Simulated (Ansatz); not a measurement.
The first iterations of a band of Al$_{2}$H$_{7}$NO (11 atoms, charge 0, multiplicity 1).

Level of theory: RHF/6-31G* in Ansatz 0.2.0.

```
movable images  : 5
climbing image  : yes
spring          : 0.5 eV/Å²
optimiser       : quadratic models (default)
start path      : through a guess of the saddle point
force threshold : 0.05 eV/Å
iteration limit : 60
end points      : relaxed
```

First end point:

```xyz
11
Properties=species:S:1:pos:R:3
Al 0.220 0.670 0.701
N -0.063 -0.651 1.859
H -0.875 -0.779 2.426
H 0.511 -1.467 1.900
H 1.555 0.713 -0.137
H -1.151 0.973 -0.401
O -0.370 2.303 1.335
Al -1.823 2.460 0.186
H -3.186 2.184 0.944
H -1.659 3.611 -0.886
H -0.183 2.721 2.164
```

Last end point:

```xyz
11
Properties=species:S:1:pos:R:3
Al -0.259 0.373 0.226
N 0.205 0.010 2.230
H -0.421 -0.655 2.647
H 1.145 -0.319 2.362
H 1.213 0.473 -0.398
H -1.141 -0.920 -0.116
O -1.106 1.856 0.453
Al -1.978 3.238 0.092
H -2.433 3.562 -1.392
H -2.353 4.237 1.268
H 0.104 0.882 2.721
```

| iteration | highest image above the first end (eV) | largest band force component (eV/Å) |
| --- | --- | --- |
| 1 | 4.078 | 11.566 |
| 2 | 1.572 | 2.604 |
| 3 | 1.162 | 2.097 |
| 4 | 1.029 | 1.922 |
| 5 | 0.996 | 1.660 |
| 6 | 0.966 | 1.288 |
| 7 | 0.942 | 1.283 |
| 8 | 0.912 | 1.199 |
| 9 | 0.872 | 1.230 |
| 10 | 0.832 | 0.916 |
| 11 | 0.797 | 0.827 |
| 12 | 0.814 | 2.054 |
| 13 | 0.819 | 1.294 |

Question: Does the band converge within its limit, and where does its top end?

Answer: The run converged. It ended after 41 iterations with the highest image 0.751 eV above the first end. The profile has 2 maxima (images 2, 5) with wells between them (image 3): this band takes more than one step, which may be the mechanism or a detour left from its start path. The order of the point at the top wasn't checked. The orbitals stay closed-shell, which can raise the energy where a bond breaks towards radicals; this wasn't checked here.

Run time: 5.5 min on 1 thread of Arm Neoverse V1, on a shared host, peak memory 0.15 GiB.
